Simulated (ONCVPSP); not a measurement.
Which change was made? (C, ONCV)

carbon, optimised norm-conserving Vanderbilt (ONCV), made with ONCVPSP 4.0.1 (PBEsol, scalar-relativistic). Core [He], reference 2s2 (charge +2). Waves: 2s: rc 0.90 bohr, ncon 3, nbas 8, qcut 6 1/bohr, 2 projectors, debl 2.2 Ha; p scattering state at 0.11 Ha: rc 0.70 bohr, ncon 5, nbas 8, qcut 12.8 1/bohr, 2 projectors, debl 3.6 Ha; d scattering state at 0.23 Ha: rc 0.75 bohr, ncon 4, nbas 7, qcut 11.7 1/bohr, 1 projector. Local part: polynomial inside 0.60 bohr (lpopt 5, dvloc0 3 Ha). Core correction: none.

In the p channel the program set the typed energies aside and used 0.050, 3.650 Ha.

Cutoffs, loose and tight: the cutoffs (Ha) at which the residual kinetic energy of the hardest occupied pseudo-wave falls to 1 and 0.1 mHa per electron. They do not see the model core or the augmentation charge, which bear on the density cutoff. Test errors are all-electron minus pseudo excitation energies from the reference, over the configurations 2s2 2p2; 2s2 2p1; 2s1; 2s1 2p3; variants that change the core or the reference have their own tests.

The base gives: outcome: generated, projector energies reset by the program; cutoff, loose: 22 Ha; cutoff, tight: 130 Ha; bound ghosts: none; GHOST(+) flags above zero: none; largest test error (meV): +137.

**Question.** After one change the result is: outcome: generated, projector energies reset by the program; cutoff, loose: 15 Ha; cutoff, tight: 28 Ha; bound ghosts: none; GHOST(+) flags above zero: none; largest test error (meV): +147. Which change was it?
A. s: rc 1.32
B. s: rc 0.64
C. s: rc 0.7
D. s: rc 1.14

**Answer.** A. The others give: s: rc 1.14 → outcome: generated, projector energies reset by the program; cutoff, loose: 17 Ha; cutoff, tight: 98 Ha; bound ghosts: none; GHOST(+) flags above zero: none; largest test error (meV): +135 | s: rc 0.7 → outcome: generated, projector energies reset by the program; cutoff, loose: 400 Ha; cutoff, tight: 481 Ha; bound ghosts: s; GHOST(+) flags above zero: none; largest test error (meV): +142 | s: rc 0.64 → outcome: generated, projector energies reset by the program; cutoff, loose: 551 Ha; cutoff, tight: 685 Ha; bound ghosts: s; GHOST(+) flags above zero: s; largest test error (meV): +249.
